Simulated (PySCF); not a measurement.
## First hyperpolarisability: `CC(=O)OCCCCl`, C₅H₉ClO₂

Geometry (Å), atoms numbered from 1 in this order:
```xyz
17

C     2.5418   -0.9298   -0.3704
C     1.1833   -0.3849   -0.0433
O     0.8955    0.7808    0.0337
O     0.3025   -1.3778    0.1552
C    -1.0298   -0.9979    0.4768
C    -1.8194   -0.6307   -0.7657
C    -3.2554   -0.2606   -0.4717
Cl   -4.1797   -1.6277    0.2346
H     2.8662   -1.6284    0.4138
H     2.4940   -1.4983   -1.3109
H     3.2560   -0.1051   -0.4677
H    -1.0094   -0.1505    1.1801
H    -1.4757   -1.8691    0.9740
H    -1.3416    0.2393   -1.2454
H    -1.7873   -1.4676   -1.4815
H    -3.3215    0.5682    0.2477
H    -3.7836    0.0341   -1.3877
```

Computed, not measured: quadratic response CAM-B3LYP/aug-cc-pVDZ first hyperpolarisability, Taylor convention, gas phase (PySCF). Geometry: PBE0-D3(BJ)/def2-SVP.

Problem. What is the first hyperpolarisability, and how does it disperse?

Solution. In 10⁻³⁰ esu, Taylor convention; the vector part is βᵢ = ⅓ Σⱼ (βᵢⱼⱼ + βⱼᵢⱼ + βⱼⱼᵢ); β∥ is 3/5 of the vector part along the dipole, the dipole points from − to +:
```tsv
process	λ (nm)	β vector norm	β∥	β HRS	depolarisation ratio
static β(0;0,0)	∞	0.13	0.00	0.20	1.61
second harmonic β(−2ω;ω,ω)	1907	0.13	0.00	0.21	1.60
Pockels β(−ω;ω,0)	1907	0.13	0.00	–	–
second harmonic β(−2ω;ω,ω)	1064	0.13	-0.01	0.22	1.59
Pockels β(−ω;ω,0)	1064	0.13	0.00	–	–
```

Problem. Which lowest excitations, dipole and polarisabilities go with it?

Solution. S1 5.94 eV (f = 0.001); S2 7.29 eV (f = 0.003); S3 7.35 eV (f = 0.031); dipole 1.50 D; isotropic α 82.9 au static, 83.1 au at 1907 nm, 83.5 au at 1064 nm, 83.7 au at 953.5 nm, 85.3 au at 532 nm.
